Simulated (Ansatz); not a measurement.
Frontier orbitals of H₄HfO₂Se₂ (`[OH][Hf]([OH])([SeH])[SeH]`).

| atom | x (Å) | y (Å) | z (Å) |
| --- | --- | --- | --- |
| O1 | -1.054 | 1.026 | -0.880 |
| Hf2 | 0.278 | 0.073 | 0.090 |
| O3 | 1.853 | 1.032 | 0.537 |
| Se4 | -0.850 | -0.752 | 2.281 |
| Se5 | 1.156 | -1.907 | -1.340 |
| H6 | -1.515 | 1.622 | -1.462 |
| H7 | 2.523 | 1.687 | 0.710 |
| H8 | -2.159 | -0.461 | 1.675 |
| H9 | -0.232 | -2.319 | -1.610 |

Total charge 0; spin multiplicity 1. Correlated methods include outer-core shells of Hf, Se, which these sets cover unevenly. Scalar relativity is left out up to krypton. Hf: def2 effective core potential. The geometry is a stationary point of PBE0-D4/def2-TZVP. It is one conformer, not always the lowest. Basis def2-TZVPP, Ansatz 0.2.0.

```csv
functional,HOMO (eV),LUMO (eV),gap (eV)
PBE,-5.56,-1.65,3.91
revPBE,-5.50,-1.56,3.94
r2SCAN,-5.84,-1.46,4.38
B97M-V,-5.85,-1.43,4.42
PBE0,-6.66,-0.84,5.82
r2SCAN0,-6.85,-0.73,6.12
BHLYP,-7.59,0.05,7.64
CAM-B3LYP,-7.86,0.18,8.04
LC-ωPBE,-9.20,1.31,10.51
ωB97X-V,-8.86,1.17,10.03
ωB97M-V,-8.72,0.82,9.54
```

From PBE to PBE0 the HOMO moves by −1.10 eV and the LUMO by +0.81 eV, and with ωB97M-V by −3.17 and +2.47 eV, so the gap grows from 3.90 to 9.54 eV with exact exchange. A positive LUMO is unbound and depends on the basis.

LC-ωPBE has ω = 0.4 bohr⁻¹.
